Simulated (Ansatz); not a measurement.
Start from `FC[SiH]1[SiH2][Se]1` and change one atom or group to get `[SiH2]1[SiH2][Se]1`.

Ansatz, PBE0-D4/def2-TZVP geometries, multiplicity 1. Each molecule was computed in one conformer, which needn't be the lowest.

Scalar relativity is left out up to krypton.

| property | `FC[SiH]1[SiH2][Se]1` |
| --- | --- |
| LUMO energy (ωB97M-V/def2-TZVPP) / eV | 1.16 |
| LUMO energy (PBE/def2-TZVPP) / eV | -1.39 |
| HOMO–LUMO gap (PBE/def2-TZVPP) / eV | 4.68 |
| HOMO energy (ωB97M-V/def2-TZVPP) / eV | -9.25 |
| HOMO–LUMO gap (B3LYP/def2-TZVPP) / eV | 6.14 |
| HOMO–LUMO gap (PBE0/def2-TZVPP) / eV | 6.61 |

Task: Give the same properties after the change, and the shifts. (An estimate is asked.)

Result: Ansatz gave: 
| property | `[SiH2]1[SiH2][Se]1` | shift |
| --- | --- | --- |
| LUMO energy (ωB97M-V/def2-TZVPP) / eV | 1.21 | 0.05 |
| LUMO energy (PBE/def2-TZVPP) / eV | -1.33 | 0.06 |
| HOMO–LUMO gap (PBE/def2-TZVPP) / eV | 4.67 | -0.01 |
| HOMO energy (ωB97M-V/def2-TZVPP) / eV | -9.15 | 0.10 |
| HOMO–LUMO gap (B3LYP/def2-TZVPP) / eV | 6.09 | -0.05 |
| HOMO–LUMO gap (PBE0/def2-TZVPP) / eV | 6.57 | -0.04 |

With PBE0 the HOMO rises by 0.10 eV and the LUMO rises by 0.05 eV, so the gap narrows by about 0.05 eV. PBE moves the HOMO by 0.07 eV and ωB97M-V by 0.10 eV.

B3LYP here is the variant with VWN-RPA as its local correlation; programs differ in this.

Spin–orbit coupling is left out; it splits and shifts lone-pair levels of the heavy atoms by tenths of an eV.
